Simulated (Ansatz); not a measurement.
```yaml
crystal:
  periodic: [false, false, false]
  atoms:
    - {symbol: Pb, position_ang: [-0.506290, -1.145904, 1.066445]}
    - {symbol: Te, position_ang: [-0.020257, -0.339244, -1.607850]}
    - {symbol: Te, position_ang: [0.634181, 1.415043, 0.577463]}
basis:
  gaussian: {orbitals: def2-mTZVP}
hamiltonian: {xc: {name: rPW86-PBE}, dispersion: d4, pseudopotentials: {relativity: scalar}}
scf: {lower_state_search: off}
output: {forces: true}
```

```sh
$ ansatz run in.yaml --threads 4 --pin off --events-out ev --progress --plain --max-ram 3916MiB
```

It prints (some lines left out):

```
Functional definition: rPW86-PBE
1074 factors; their error is unknown
mean field evaluation 1: about -19856.0615 eV, gradient 1.6e1 eV
mean field evaluation 2: about -19830.9132 eV, gradient 6.9e1 eV
mean field evaluation 4: about -19857.1692 eV, gradient 5.0e0 eV
mean field evaluation 8: about -19857.2677 eV, gradient 1.5e-1 eV
mean field evaluation 16: about -19857.0138 eV, gradient 2.9e-4 eV
mean field -19857.01383516 eV, -729.7317988746 hartree, gradient 3.5e-6 eV, S^2 0.000000; 0 other end points of the search recorded, 0 dependent functions left out
reference -19857.01392279 eV, -729.7318020950 hartree; 35, 35 occupied and 73, 73 virtual orbitals, 1074 factors
Total energy: -19857.21186757 eV, -729.7390764316 hartree
Relativity: scalar
Atom 0 at    -0.506290    -1.145904     1.066445 Å, force    -0.223329    -0.457517     0.476568 eV/Å
Atom 1 at    -0.020257    -0.339244    -1.607850 Å, force     0.036449     0.021075    -0.541925 eV/Å
Atom 2 at     0.634181     1.415043     0.577463 Å, force     0.186880     0.436442     0.065357 eV/Å
Dipole moment:    -0.221461    -0.459162     0.425192 e Å
Checks for a lower state left out: stability, starts, cluster_reference, orbital_swaps, neighbouring_geometries, increment
```

It took 1.8 s on 4 threads of Arm Neoverse V1 on a shared host.

In the def2 sets Pb, Te take a core potential; there is no spin–orbit coupling.
